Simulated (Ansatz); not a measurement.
C4H6, triplet (typed; the unrestricted solution is spin-contaminated), geometry from GFN2-xTB; HF/cc-pVTZ run with Ansatz (a quantum-chemistry and plane-wave program).

Here is a job for Ansatz.
Ansatz 0.2 input:
```yaml
crystal:
  periodic: [false, false, false]
  atoms:
    - {symbol: C, position_ang: [-0.58991066, 1.27101035, -0.04360530]}
    - {symbol: C, position_ang: [0.00000000, 0.00000000, 0.00000000]}
    - {symbol: C, position_ang: [1.39621287, -0.12558987, -0.01342081]}
    - {symbol: C, position_ang: [-0.80630221, -1.14542048, 0.05702611]}
    - {symbol: H, position_ang: [-1.65764415, 1.38590246, -0.03410452]}
    - {symbol: H, position_ang: [0.01229550, 2.15913465, -0.08751715]}
    - {symbol: H, position_ang: [1.86508911, -1.09120935, 0.01943288]}
    - {symbol: H, position_ang: [2.02915647, 0.74092051, -0.05686552]}
    - {symbol: H, position_ang: [-1.87738461, -1.06792530, 0.06808427]}
    - {symbol: H, position_ang: [-0.37151232, -2.12682297, 0.09097004]}
basis:
  gaussian:
    orbitals: cc-pVTZ
    point_charges:
      - {charge: 0.5, position_ang: [3.2654, 0.5085, -3.9641]}
hamiltonian:
  xc: hf
magnetization: {spin_polarized: true, initial_magnetization: 2}
```

Task: What does Ansatz print? Leave out banner, timings and long lists.

Result: 
```
Functional definition: HF
1228 factors; their error is unknown
mean field evaluation 1: about -4213.3177 eV, gradient 2.1e1 eV
mean field evaluation 2: about -4215.9534 eV, gradient 7.3e0 eV
mean field evaluation 4: about -4216.4757 eV, gradient 1.5e0 eV
mean field evaluation 8: about -4216.5326 eV, gradient 5.7e-2 eV
mean field -4216.56844155 eV, -154.9560321341 hartree, gradient 2.0e-5 eV, S^2 2.184628; 0 other end points of the search recorded, 0 dependent functions left out
reference -4216.56844155 eV, -154.9560321341 hartree; 16, 14 occupied and 188, 190 virtual orbitals, 1228 factors
Total energy: -4216.56844155 eV, -154.9560321341 hartree
```
